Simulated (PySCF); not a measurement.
A GIAO shielding run with PySCF 2.14.0 with density-fitted response routines (density fitting, non-relativistic, gas phase) on SMILES CC#C[SiH2][Si@@H](CCC)[SiH2][SiH3], C6H18Si4:

```
$ OMP_NUM_THREADS=1 python probes_run.py task.json out

{"job": {"kind": "nmr", "xc": "PBE", "basis": "pcSseg-1", "pop": false}, "charge": 0, "multiplicity": 1}
C      4.851149     1.168061    -0.833883
C      3.806955     0.529979    -0.056294
C      2.926635    -0.002987     0.599031
Si     1.523714    -0.772372     1.480070
Si    -0.336037    -0.682450     0.054791
C     -1.858907    -1.491990     0.846029
C     -3.131765    -1.417080     0.004022
C     -4.323332    -2.098919     0.659164
Si    -0.754041     1.567996    -0.467666
Si     1.113409     2.693005    -1.339883
H      5.155241     2.121818    -0.375096
H      4.501831     1.381651    -1.856567
H      5.741117     0.523939    -0.904309
H      1.863387    -2.182125     1.850606
H      1.242985    -0.019543     2.742935
H      0.026056    -1.383926    -1.221365
H     -1.604675    -2.545011     1.063600
H     -2.021496    -1.010291     1.826899
H     -2.945326    -1.868647    -0.986129
H     -3.377606    -0.359379    -0.196287
H     -5.224658    -2.031301     0.030592
H     -4.121085    -3.166942     0.839899
H     -4.558732    -1.638938     1.632366
H     -1.860747     1.661950    -1.476297
H     -1.217527     2.282792     0.767221
H      1.826097     1.839582    -2.340535
H      0.659214     3.939854    -2.034521
H      2.065803     3.081572    -0.257365
```

Hardware: 1 thread of an Arm Neoverse N1, shared host.

Problem. How large is the calculation?

Solution. 110 electrons, 288 basis functions and 1586 auxiliary functions.

Problem. How long does it take, and how much memory does it need?

Solution. 3.1 min of wall time, with 15 SCF cycles; peak memory 1.2 GiB. Times on a shared host scatter by some tens of per cent.

Problem. And these other runs on the same molecule and hardware: GIAO shielding at PBE0/pcSseg-1?

Solution. PBE0/pcSseg-1: 288 functions, 3.2 min.
